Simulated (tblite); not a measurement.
Compound: C6H14NOP.
Atom-mapped SMILES: `[CH3:1][N:2]=[P:3]1([CH3:4])[CH2:5][CH2:6][O:7][CH2:8][CH2:9]1` (hydrogens: H10, H11, H12 on C1; H13, H14, H15 on C4; H16, H17 on C5; H18, H19 on C6; H20, H21 on C8; H22, H23 on C9)

A start from a force field or distance geometry was refined with GFN2-xTB geometry optimisation, gas phase (tblite). Values at the start:

| coordinate | start |
| --- | --- |
| C1–N2 | 1.454 Å |
| C1–H10 | 1.087 Å |
| N2=P3 | 1.699 Å |
| P3–C4 | 1.747 Å |
| P3–C5 | 1.789 Å |
| P3–C9 | 1.788 Å |
| C4–H13 | 1.099 Å |
| C5–C6 | 1.529 Å |
| C5–H16 | 1.093 Å |
| C5–H17 | 1.092 Å |
| C6–O7 | 1.437 Å |
| C6–H18 | 1.095 Å |
| C6–H19 | 1.101 Å |
| C1–N2–P3 | 113.1° |
| N2–P3–C4 | 114.9° |
| N2–P3–C5 | 110.9° |
| N2–P3–C9 | 110.0° |
| P3–C5–C6 | 111.2° |
| P3–C9–C8 | 111.1° |
| C4–P3–C5 | 110.5° |
| C4–P3–C9 | 108.3° |
| C1–N2–P3–C4 | 37° |
| N2–P3–C9–C8 | -70° |
| P3–C5–C6–O7 | 60° |
| O7–C8–C9–P3 | -61° |

Question: How do these coordinates change at the GFN2-xTB level?

Answer: 
| coordinate | GFN2-xTB (Å or °) | change |
| --- | --- | --- |
| N2=P3 | 1.559 | -0.140 |
| P3–C4 | 1.856 | +0.109 |
| P3–C9 | 1.866 | +0.078 |
| P3–C5 | 1.825 | +0.036 |
| C6–O7 | 1.408 | -0.029 |
| C4–H13 | 1.086 | -0.013 |
| C1–H10 | 1.094 | +0.007 |
| C1–N2 | 1.448 | -0.006 |
| C6–H19 | 1.099 | -0.002 |
| C5–H17 | 1.090 | -0.002 |
| C5–C6 | 1.530 | +0.001 |
| C6–H18 | 1.094 | -0.001 |
| C5–H16 | 1.092 | -0.001 |
| C1–N2–P3 | 127.3 | +14.2 |
| N2–P3–C9 | 119.7 | +9.7 |
| N2–P3–C4 | 121.0 | +6.1 |
| C4–P3–C9 | 102.5 | -5.8 |
| P3–C9–C8 | 105.3 | -5.8 |
| N2–P3–C5 | 105.7 | -5.2 |
| C4–P3–C5 | 106.3 | -4.2 |
| P3–C5–C6 | 107.6 | -3.6 |
| C1–N2–P3–C4 | 60 | +23 |
| N2–P3–C9–C8 | -59 | +11 |
| O7–C8–C9–P3 | -65 | -4 |
| P3–C5–C6–O7 | 62 | +2 |

The energy falls by 74.4 kJ/mol over 106 L-BFGS steps, the largest force on an atom goes from 6.67 to 0.009 eV/Å, and the atoms move by 0.328 Å rms after alignment. The bond that changes most is N2=P3 (ends: nitrogen bonded to C and P; phosphorus bonded to 3 C and N), which shortens by 0.140 Å. Bonds longer at the end by more than 0.005 Å: 6 of 23; shorter: 7. Among the dihedrals that turn most is C1–N2–P3–C4, from 37° to 60°. Rotational constants go from 2213, 1041, 975.9 to 1948, 1094, 1012 MHz.

Hardware: an Arm Neoverse V1 with one thread, no GPU, shared host with 64 logical CPUs at a one-minute load of 22. Cost: 0.94 s wall.

Its GFN2-xTB frequencies are all real (lowest 81 cm⁻¹). One conformer, not necessarily the lowest. 2 starts were optimised and ended at 0.00 and 1.21 kcal/mol (GFN2-xTB); the lowest of these is shown.

The numbers are calculated, not measured.
